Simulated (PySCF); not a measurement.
C₆H₁₀O.
Geometry (PBE0-D3(BJ)/def2-SVP, Å), atoms numbered from 1 in this order:
```xyz
17
C6H10O angstrom
C      2.8579    0.0615    0.1695
C      1.4583   -0.5082    0.1110
O      1.2821   -1.7095    0.0493
C      0.3773    0.5047    0.1340
C     -0.9571    0.2934    0.0810
C     -1.5994   -1.0532   -0.0150
C     -1.9022    1.4552    0.1103
H      3.0332    0.7338   -0.6857
H      2.9897    0.6644    1.0822
H      3.5895   -0.7553    0.1551
H      0.7192    1.5429    0.2019
H     -2.3041   -1.1904    0.8223
H     -2.2046   -1.1093   -0.9360
H     -0.8592   -1.8590   -0.0135
H     -2.6066    1.3587    0.9535
H     -1.3820    2.4187    0.1970
H     -2.5184    1.4712   -0.8046
```

Computed with PySCF at CAM-B3LYP/def2-SVPD, non-relativistic, on one gas-phase PBE0-D3(BJ)/def2-SVP geometry that isn't relaxed in the solvent. The solvent is an IEF-PCM continuum (van der Waals radii × 1.2), and excitations are vertical TDDFT with non-equilibrium linear response and a frozen core. Specific hydrogen bonds and non-electrostatic terms are outside this model.

Gas-phase singlets (H = HOMO, L = LUMO):

```tsv
state	E (eV)	λ (nm)	f	leading configurations
S1	3.878	320	0.000	H→L 93%
S2	5.651	219	0.420	H-1→L 97%
S3	6.998	177	0.025	H→L+1 72%, H→L+2 16%
S4	7.049	176	0.001	H-1→L+1 93%
S5	7.178	173	0.000	H→L+4 54%, H-3→L 25%
```

What are the lowest 5 singlets in chloroform (ε = 4.711)?

```json
{"state": "S1", "E (eV)": "3.992", "λ (nm)": "311", "f": "0.001", "leading configurations": "H→L 94%", "change by rank (eV)": "+0.114"}
{"state": "S2", "E (eV)": "5.441", "λ (nm)": "228", "f": "0.508", "leading configurations": "H-1→L 98%", "change by rank (eV)": "-0.210"}
{"state": "S3", "E (eV)": "7.110", "λ (nm)": "174", "f": "0.034", "leading configurations": "H→L+1 75%, H→L+2 12%", "change by rank (eV)": "+0.112"}
{"state": "S4", "E (eV)": "7.127", "λ (nm)": "174", "f": "0.002", "leading configurations": "H-1→L+1 92%", "change by rank (eV)": "+0.078"}
{"state": "S5", "E (eV)": "7.220", "λ (nm)": "172", "f": "0.000", "leading configurations": "H-2→L 56%, H→L+4 26%", "change by rank (eV)": "+0.042"}
```

How does the list change in tetrahydrofuran (ε = 7.426)?

| state | E (eV) | λ (nm) | f | leading configurations | change by rank (eV) |
| --- | --- | --- | --- | --- | --- |
| S1 | 4.011 | 309 | 0.001 | H→L 94% | +0.133 |
| S2 | 5.440 | 228 | 0.502 | H-1→L 98% | -0.211 |
| S3 | 7.120 | 174 | 0.036 | H→L+1 76%, H→L+2 12% | +0.122 |
| S4 | 7.142 | 174 | 0.002 | H-1→L+1 91% | +0.093 |
| S5 | 7.218 | 172 | 0.000 | H-2→L 61%, H→L+4 21% | +0.040 |

The ground-state energy changes by -0.196 eV from gas to tetrahydrofuran. By how much does the total energy of gas-phase S1 change?

E(S1) = E(S0) + excitation energy, so it changes by -0.196 + 0.133 = -0.063 eV: it is lowered less than the ground state, which is what a blue shift means. This is the vertical state, with the slow part of the continuum still set for S0.

How do the frontier levels move from gas to tetrahydrofuran?

```tsv
orbital	gas (eV)	solvent (eV)	change (eV)	Löwdin shares, gas	Löwdin shares, solvent
LUMO+2	1.74	1.95	+0.21	C1 25 %, H9 11 %, H8 11 %, C7 9 %	C1 23 %, C7 12 %, H9 8 %, H8 8 %
LUMO+1	1.17	1.35	+0.18	C7 20 %, C4 11 %, C6 9 %, C1 8 %	C7 14 %, C4 11 %, C6 11 %, C1 10 %
LUMO	-0.28	-0.28	0.00	C5 23 %, C2 22 %, O3 18 %, C4 14 %	C2 24 %, C5 23 %, O3 19 %, C4 13 %
HOMO	-8.50	-8.64	-0.14	O3 60 %, C2 11 %, C1 10 %, C4 8 %	O3 58 %, C2 11 %, C1 10 %, C4 8 %
HOMO-1	-8.75	-8.69	+0.06	C4 35 %, C5 27 %, O3 11 %, C2 6 %	C4 35 %, C5 26 %, O3 10 %, C2 6 %
HOMO-2	-11.64	-11.50	+0.14	O3 38 %, C1 19 %, C2 18 %, H9 8 %	C6 23 %, C5 22 %, C7 19 %, H16 10 %
HOMO-3	-11.65	-11.69	-0.04	C6 24 %, C5 22 %, C7 18 %, H16 9 %	O3 36 %, C1 22 %, C2 16 %, H8 9 %
```

The HOMO–LUMO gap goes from 8.22 to 8.36 eV. Rows go by rank; for HOMO-3 and HOMO-2 the atom shares or the degeneracy differ between the runs, so the row needn't follow one orbital.
